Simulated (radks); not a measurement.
Radial electron density D(r) = 4 pi r^2 rho(r) of an atom or ion with 10 electrons. Method: scalar-relativistic Kohn-Sham, LDA (Slater exchange, Perdew-Wang correlation), spin-polarised, spherical densities, finite nucleus; Fermi nuclear charge, rms radius of each element as measured or else 0.836 A^(1/3) + 0.57 fm; computed with a radial shooting solver on a logarithmic mesh with Libxc functionals.

```
   r/bohr * D(r) (the largest magnitude, 19.5, reaches the edge; | marks zero)
 0.002958 |*
 0.003256 |*
 0.003613 |*
 0.003977 | *
 0.004413 | *
 0.004858 | *
 0.005348 |  *
 0.005934 |  *
 0.006531 |   *
  0.00719 |    *
 0.007978 |     *
 0.008781 |      *
 0.009744 |       *
  0.01073 |        *
  0.01181 |          *
   0.0131 |            *
  0.01442 |              *
  0.01587 |                *
  0.01761 |                   *
  0.01939 |                     *
  0.02151 |                         *
  0.02368 |                            *
  0.02607 |                               *
  0.02892 |                                   *
  0.03184 |                                       *
  0.03533 |                                          *
  0.03889 |                                             *
   0.0428 |                                                *
   0.0475 |                                                   *
  0.05228 |                                                     *
  0.05755 |                                                      *
  0.06386 |                                                      *
  0.07029 |                                                     *
  0.07799 |                                                    *
  0.08585 |                                                 *
   0.0945 |                                               *
   0.1049 |                                           *
   0.1154 |                                        *
   0.1271 |                                      *
    0.141 |                                    *
   0.1552 |                                    *
   0.1722 |                                     *
   0.1895 |                                       *
   0.2086 |                                          *
   0.2315 |                                             *
   0.2548 |                                                *
   0.2828 |                                                   *
   0.3113 |                                                    *
   0.3426 |                                                   *
   0.3802 |                                                 *
   0.4185 |                                            *
   0.4606 |                                       *
   0.5111 |                               *
   0.5626 |                         *
   0.6243 |                  *
   0.6872 |            *
   0.7564 |        *
   0.8394 |    *
   0.9239 |  *
    1.017 |*
    1.128 |*
    1.242 *
    1.378 *
    1.517 *
```

What is the nuclear charge?

Answer. Z = 17. The innermost maximum, from 1s, lies near gamma/Z bohr with gamma = sqrt(1 - (Z/c)^2) = 0.992, here 0.0584 bohr (found: 0.0618), and its height grows with Z. The density is that of the chlorine ion Cl7+ in [Ne]; the configuration itself is not fixed sharply by these data, and Z only to about a unit. D(r) has 2 maxima, at r = 0.0618, 0.316 bohr, and minima at 0.154 bohr, inside which lie 2.19 electrons.
